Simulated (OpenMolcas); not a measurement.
Ne²⁺: CASPT2 settings compared

```json
{
  "Program": "OpenMolcas 26.06",
  "Basis": "ANO-R3 [4s4p2d1f]",
  "Scalar Hamiltonian": "X2C, finite nucleus",
  "Active space": "6 electrons in 4 orbitals (2s 2p)",
  "State averaging": "2S+1 = 3 even, 3 roots; 2S+1 = 1 even, 6 roots kept (CI in the orbitals of an earlier block); 2S+1 = 3 odd, 3 roots; 2S+1 = 1 odd, 3 roots kept (CI in the orbitals of an earlier block)",
  "Spin-orbit coupling": "RASSI with atomic mean-field integrals over the reference wave functions, term energies averaged over their components"
}
```

Methods on the same reference wave functions:
A. CASSCF
B. SS-CASPT2, IPEA 0.1 Eh, real shift 0.25 Eh (closed shells correlated: 1s)
C. SS-CASPT2, IPEA 0.2 Eh, no level shift (closed shells correlated: 1s)
D. SS-CASPT2, IPEA 0.1 Eh, sigma2 regulariser 0.15 Eh (closed shells correlated: 1s)

Energies in cm⁻¹ above 2s² 2p⁴ ³P₂, the measured ground level; measured values from Moore, Atomic Energy Levels, vol. I, NSRDS-NBS 35 (1971 reprint of NBS Circular 467, 1949).

| Level | A | B | C | D | Measured |
| --- | --- | --- | --- | --- | --- |
| 2s² 2p⁴ ³P₂ | 0.0 | 0.0 | 0.0 | 0.0 | 0.0 |
| 2s² 2p⁴ ³P₁ | 600 | 600 | 600 | 600 | 650 |
| 2s² 2p⁴ ³P₀ | 884 | 885 | 885 | 885 | 927 |
| 2s² 2p⁴ ¹D₂ | 27919 | 26390 | 26320 | 26390 | 25841 |
| 2s² 2p⁴ ¹S₀ | 53288 | 55960 | 55870 | 55970 | 55747 |
| 2s 2p⁵ ³P°₂ | 214477 | 205570 | 205610 | 205530 |  |
| 2s 2p⁵ ³P°₁ | 215058 | 206150 | 206190 | 206110 | 204879 |
| 2s 2p⁵ ³P°₀ | 215351 | 206450 | 206480 | 206400 | 205204 |
| 2s 2p⁵ ¹P°₁ | 313583 | 294080 | 294100 | 294010 |  |

Deviations, from unrounded energies. A percentage is the sum of absolute deviations over the sum of measured energies, with the sign that they share, or ± where signs differ.

| Against measurement | Levels | A | B | C | D |
| --- | --- | --- | --- | --- | --- |
| mean absolute deviation (cm-1) | 6 | 4200 | 560 | 550 | 550 |
| fine structure of the ground term (%) | 2 | -5.9 | -5.8 | -5.8 | -5.8 |
| other terms of the ground configuration (%) | 2 | ±5.6 | +0.9 | +0.7 | +0.9 |
| other configurations (%) | 2 | +5.0 | +0.6 | +0.6 | +0.6 |

B, C, D lie about equally close to measurement and A furthest from it. The largest miss of C in the table is 2s 2p⁵ ³P°₁, by +1300 cm-1. The ranking rests on the paired levels alone, and a cruder setting can come out closer through cancelling errors.

Among B to D the level of the table that moves most is 2s² 2p⁴ ¹S₀, by 99 cm-1 (lowest in C, highest in D). Moves below CASPT2's spread within the term are not significant.

The mean deviations of B to D differ by less than CASPT2's widest spread within a term (37 cm-1), so their order carries little weight.

From A to B the spin-free energies of the other terms of 2s² 2p⁴ shown, above ³P, scale by factors of 0.94 to 1.05.

The lowest spin-free term lies below A's lowest term by 0.176 hartree in B, 0.175 hartree in C, 0.176 hartree in D.

CASPT2 breaks the degeneracy within a term, and the mean is taken; among the terms shown or strongly mixed into the levels shown the widest spread is 37 cm-1 (2s² 2p⁴ ¹D, C). Terms from blocks run as CI alone lack orbitals of their own. Computed and measured levels are paired by configuration, term and J; levels that our copy of the source lacks, or whose pairing is in doubt (as where it misses far off the trend of its configuration), stay unpaired and out of the deviations. Levels of configurations outside the active space are missing.

° marks odd parity.
